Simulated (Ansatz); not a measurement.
C₂H₇Sb (`C[CH2][SbH2]`), charge 0, multiplicity 1.

Question: Give a relaxed structure at PBE0-D4/def2-TZVP (Ansatz). (An estimate is asked.)

Answer: Ansatz gave: 
Cartesian coordinates in Å:
```
C -0.2015 -0.6024 0.9229
C -0.7311 0.3945 -0.0896
Sb 0.6605 0.9501 -1.6583
H -0.9560 -0.8351 1.6819
H 0.6801 -0.2154 1.4390
H 0.0878 -1.5406 0.4440
H -1.0268 1.3318 0.3891
H -1.6172 0.0113 -0.6025
H 1.1393 -0.6667 -1.9550
H 1.9647 1.1726 -0.5715
```
Point group Cs.
This is one stationary point; other conformers may exist.
